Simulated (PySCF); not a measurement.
## Zirconium: a sound run and one with changed settings

Sound run: Zr²⁺ [Kr] 4d2, Zr³⁺ [Kr] 4d1. Calculation: PySCF 2.14, in x2c-TZVPall; scalar relativity by spin-free X2C-1e. In the sound run the correlated levels freeze [Kr]. The sound run starts from symmetry-adapted Hartree-Fock orbitals and uses a fine grid where one is needed.

Changed run: basis STO-3G, all-electron and non-relativistic. This setting is unsound on purpose.

| species | method | sound run (hartree) | changed run (hartree) | converged |
| --- | --- | --- | --- | --- |
| Zr²⁺ | UHF | -3595.54112 | -3502.52997 | yes |
| Zr²⁺ | B3LYP | -3597.55307 | -3504.00387 | yes |
| Zr²⁺ | TPSS | -3597.37505 | -3503.85313 | yes |
| Zr²⁺ | MP2 | -3595.54394 | -3502.52997 | yes |
| Zr³⁺ | UHF | -3594.71892 | -3501.75322 | yes |
| Zr³⁺ | B3LYP | -3596.69238 | -3503.18558 | yes |
| Zr³⁺ | TPSS | -3596.51474 | -3503.03793 | yes |

Ionisation energy of Zr²⁺:

```csv
method,sound run (eV),changed run (eV)
UHF,22.373,21.136
B3LYP,23.421,22.267
TPSS,23.410,22.183
MP2,22.450,21.136
SCS-MP2,22.399,21.136
```

A minimal basis cannot let orbitals breathe on ionisation and holds almost no correlation. The Hamiltonian changed with the basis, so the totals do not compare.

For comparison, NIST gives 23.170 eV between the lowest levels.
